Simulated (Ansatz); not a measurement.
Born–Oppenheimer molecular dynamics of BrCl$_{2}$H$_{7}$Si$_{3}$ (13 atoms, charge 0, multiplicity 1). It starts at the highest image of a converged band, a first-order saddle point between two minima.

The calculation used Ansatz, RKS PBE/def2-SVP.

| Property | Result |
| --- | --- |
| ensemble | NVE (velocity Verlet) |
| time step | 0.5 fs |
| steps asked | 200 |
| starting velocities drawn for | 300 K |
| seed | 4857 |

First frame:

```xyz
13
Properties=species:S:1:pos:R:3
Si -0.201 0.052 -0.278
Cl 0.404 0.499 2.126
Si 2.118 -0.277 -0.590
H 2.483 -1.608 0.007
H 2.419 -0.289 -2.064
H 2.895 0.818 0.089
Si -1.288 2.093 -0.740
H -2.563 1.788 -1.473
H -1.557 2.837 0.535
H -0.380 2.913 -1.620
Cl -0.857 -1.435 -1.643
Br -2.380 -0.653 1.283
H -1.108 -0.035 2.148
```

How far do the bonds stretch over the last three quarters of this one trajectory? (Pairs bonded in most of those frames.)


```
    bond  mean (Å)  spread (Å)  shortest  longest
 Si1–Cl2     2.618       0.099      2.52     2.84
 Si1–Si3     2.380       0.038      2.33     2.45
 Si1–Si7     2.364       0.024      2.33     2.39
Si1–Cl11     2.137       0.036      2.08     2.18
Si1–Br12     2.769       0.024      2.69     2.79
 Cl2–H13     1.492       0.099      1.30     1.64
  Si3–H4     1.503       0.004      1.50     1.51
  Si3–H5     1.506       0.013      1.48     1.53
  Si3–H6     1.507       0.010      1.49     1.52
  Si7–H8     1.504       0.007      1.49     1.52
  Si7–H9     1.502       0.014      1.48     1.52
 Si7–H10     1.510       0.021      1.48     1.54
Br12–H13     1.810       0.158      1.64     2.14
```

Pairs bonded in part of these frames only: Si1–Cl2 70 %, Br12–H13 68 %.

Mean temperature of the second half: 175 K. The conserved energy stayed within 0.035 meV per atom of its start (net change 0.024 meV per atom), so the integration is sound. A run of 0.1 ps of so small a system gives no equilibrium averages. The orbitals stay closed-shell, which can raise the energy where a bond breaks towards radicals; this wasn't checked here.

Time of the run: 8.2 min on 4 threads of Arm Neoverse V2 (shared host), peak memory 0.29 GiB.
